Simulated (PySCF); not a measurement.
Input for PySCF: R-HF/STO-3G on CH4GeO2 (SMILES C[O][Ge][OH]), a point of a torsion scan.

```python
from pyscf import gto, scf, dft, mp
from pyscf.data.elements import chemcore

mol = gto.M(
    atom='''
    C    -1.01369265    0.15865000    0.37531299
    O    -0.64717825   -1.03139152   -0.27092584
    Ge   -0.55940315   -1.78027219   -1.88301690
    O    -1.16105312   -0.51796117   -2.98256586
    H    -1.80938906   -0.05235786    1.09425786
    H    -0.14917512    0.55712227    0.91229721
    H    -1.36939713    0.91697132   -0.33021371
    H    -1.46146054    0.35874909   -2.75112189
    ''',
    basis='sto-3g',
    charge=0, spin=0, verbose=3, max_memory=1800)
mf = scf.RHF(mol)
mf.conv_tol = 1e-8
mf.max_cycle = 100
mf.kernel()
if not mf.converged:
    mf = mf.newton().run(mf.mo_coeff, mf.mo_occ)
```

### Question
What total energy does the run end on?

### Answer
-2239.1579 hartree.
